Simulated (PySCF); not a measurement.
## SMILES C=C(Cl)/C(Cl)=C\B(C)C, C6H9BCl2

Geometry:
```csv
atom,x (Å),y (Å),z (Å)
C1,3.198,1.704,2.952
C2,1.886,1.805,2.723
Cl3,0.969,3.061,3.528
C4,1.049,0.977,1.850
Cl5,1.905,-0.295,1.017
C6,-0.268,1.163,1.688
B7,-1.158,2.268,2.378
C8,-1.532,3.555,1.541
C9,-2.027,1.855,3.630
H10,3.766,0.921,2.450
H11,3.709,2.387,3.630
H12,-0.777,0.471,1.004
H13,-0.731,3.908,0.876
H14,-2.381,3.266,0.891
H15,-1.887,4.389,2.165
H16,-1.546,1.120,4.291
H17,-2.940,1.372,3.229
H18,-2.367,2.716,4.225
```

The calculation used quadratic response CAM-B3LYP/aug-cc-pVDZ first hyperpolarisability, Taylor convention, gas phase (PySCF). Geometry: PBE0-D3(BJ)/def2-SVP.

(1) Give the tensor of the second harmonic β(−2ω;ω,ω) at 1907 nm in the axes of these coordinates.

Answers

(1) In au, Taylor convention; rows are the first index (the induced dipole):
|  | xx | yy | zz | xy | xz | yz |
| --- | --- | --- | --- | --- | --- | --- |
| x | -105.1 | -22.5 | -20.0 | +23.9 | +10.9 | +14.0 |
| y | +24.9 | -2.0 | -2.2 | -22.0 | +14.2 | -17.6 |
| z | +11.6 | -17.8 | -11.9 | +13.9 | -19.2 | -2.1 |

Norm of βᵢ = ⅓ Σⱼ (βᵢⱼⱼ + βⱼᵢⱼ + βⱼⱼᵢ): 149.3 au, hyper-Rayleigh value 58.6 au.
